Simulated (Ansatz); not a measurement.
Computed with Ansatz on PBE0-D4/def2-TZVP structures; ΔE is electronic, products minus reactants. CCSD(T)/CBS is the MP2 limit (def2-TZVPP, def2-QZVPP) plus CCSD(T) − MP2 in def2-TZVPP, frozen cores. This one scheme is used for every species. Double bonds are as drawn, so ΔE can hold a change between cis and trans. Functionals use def2-TZVPP. B3LYP here is the variant with VWN-RPA as its local correlation; programs differ in this. Each species was taken in one conformer, which may not be the lowest.

Reaction (hydrogenolysis of a C–F bond): `F/C=C/C(F)=C\F` + H₂ → `F/C=C\C=C/F` + H–F

`F/C=C/C(F)=C\F`:

Z-matrix (Å, degrees):
```
C
C 1 1.327
F 1 1.330 2 121.2
H 1 1.083 2 125.7 3 -180.0
C 2 1.437 1 122.5 3 180.0
H 2 1.083 1 120.2 3 -0.0
F 5 1.343 2 116.3 1 0.0
C 5 1.330 2 126.7 1 -180.0
F 8 1.335 5 120.6 2 0.0
H 8 1.081 5 124.4 2 -180.0
```

H₂:

```xyz
2

H    -0.144   -0.302   -0.166
H     0.144    0.302    0.166
```

`F/C=C\C=C/F`:

Cartesian coordinates in Å:
```
F 2.300 0.196 -0.974
C 1.709 -0.654 -0.127
C 0.438 -0.523 0.233
C -0.438 0.523 -0.233
C -1.709 0.654 0.127
F -2.300 -0.196 0.974
H 2.380 -1.432 0.214
H 0.051 -1.261 0.924
H -0.051 1.262 -0.924
H -2.380 1.432 -0.214
```

H–F:

```xyz
2

F    -0.267   -0.259   -0.270
H     0.267    0.259    0.270
```

Q: Is it downhill or uphill in electronic energy at CCSD(T)/CBS, and by how much? (An estimate is asked.)

A: Computed: Downhill: ΔE = -1.27 eV.

Q: What do these levels give: PBE0-D4, ωB97X-V, PBE, B3LYP, MP2/def2-TZVPP, SCS-MP2/def2-TZVPP? (An estimate is asked.)

A: The calculation gave: PBE0-D4 -1.14, ωB97X-V -1.09, PBE -1.07, B3LYP -1.12, MP2/def2-TZVPP -1.30, SCS-MP2/def2-TZVPP -1.25 eV.

Largest T1 diagnostic among the species: 0.013.

From PBE to PBE0 (25 % exact exchange), in def2-TZVPP and without D4, ΔE moves by −0.09 eV.
